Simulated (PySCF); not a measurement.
Input of a run (PBE0-D3(BJ)/def2-SVP geometry optimisation, gas phase (PySCF 2.14.0)), started from GFN2-xTB:
```
{"job": {"xc": "PBE0", "basis": "def2-SVP", "d3": "d3bj", "grid": 1, "kind": "geom"}, "charge": 0, "multiplicity": 1}
C     -1.919418    -0.346270     1.155230
C     -0.906266     0.018658     0.383446
Cl    -1.007068     1.380393    -0.657943
Se     0.749088    -0.952777     0.373580
C      1.793766     0.098687    -0.894366
H     -2.853089     0.187447     1.167803
H     -1.820836    -1.205171     1.797314
H      1.900891     1.114512    -0.522996
H      1.304540     0.090427    -1.864923
H      2.767275    -0.381253    -0.959673
```

Output (energies in Eh, forces in Eh/bohr):
```
step   0  E = -2977.95269306  max force = 0.013718
step   1  E = -2977.95374702  max force = 0.002725
step   2  E = -2977.95382918  max force = 0.000919
step   3  E = -2977.95392792  max force = 0.001777
step   4  E = -2977.95396163  max force = 0.013248
step   5  E = -2977.95443554  max force = 0.005651
step   6  E = -2977.95478436  max force = 0.005973
step   7  E = -2977.95555094  max force = 0.002689
step   8  E = -2977.95557709  max force = 0.002351
step   9  E = -2977.95566488  max force = 0.000350
step  10  E = -2977.95567148  max force = 0.000296
optimisation converged
```

Summarise the run.

The energy falls by 7.8 kJ/mol over 11 energy and gradient evaluations, the largest force component goes from 0.0137 to 3.0e-04 Eh/bohr, and the atoms move by 0.470 Å rms after alignment. The bond that changes most is C2–Cl3 (vinylic C–Cl carbon to vinyl chlorine), which lengthens by 0.022 Å. Bonds longer at the end by more than 0.005 Å: 7 of 9; shorter: 2. Among the angles that change most is C2–Se4–C5, from 101.1° to 98.7°. Among the dihedrals that turn most is Cl3–C2–Se4–C5, from 2° to 48°. The energy never rose by more than 1e-6 Eh on the way. The first step brought 35 % of the lowering.

What are the final bond lengths?

C1=C2 1.335 Å, C2–Cl3 1.739 Å, C2–Se4 1.900 Å, Se4–C5 1.941 Å, C1–H6 1.092 Å, C1–H7 1.092 Å, C5–H8 1.097 Å, C5–H9 1.097 Å, C5–H10 1.098 Å. Numbering counts from 1 in the input's order; the species is `C[Se]C(Cl)=C`.

The run used 117 basis functions and 81 SCF cycles in all.

PBE0-D3(BJ)/def2-SVP frequencies: not computed here. One conformer, not necessarily the lowest.
